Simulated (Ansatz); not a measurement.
```xyz
7

O     1.214   -0.866    0.090
C     0.080   -0.266   -0.352
F     0.358    0.861   -1.079
Se   -1.070    0.241    1.179
H     1.642   -0.288    0.735
H    -0.442   -0.966   -1.003
H    -1.782    1.283    0.431
```

The species carries charge 0 and has multiplicity 1.

List the B3LYP/def2-TZVPP orbital energies in eV (Ansatz). (Estimate.)

The calculation gave: Occupied: -12351.32, -1580.65, -1418.83, -1418.79, -1418.73, -671.97, -521.81, -281.41, -212.97, -157.06, -156.96, -156.74, -57.85, -57.83, -57.65, -57.56, -57.53, -33.62, -29.48, -20.48, -18.40, -15.61, -14.58, -13.64, -12.22, -11.10, -10.67, -9.65, -8.59, -6.95. Lowest empty: -0.71, 0.49, 1.06, 1.82, 2.56, 3.69, 4.58, 5.02.

B3LYP here is the variant with VWN-RPA as its local correlation; programs differ in this.
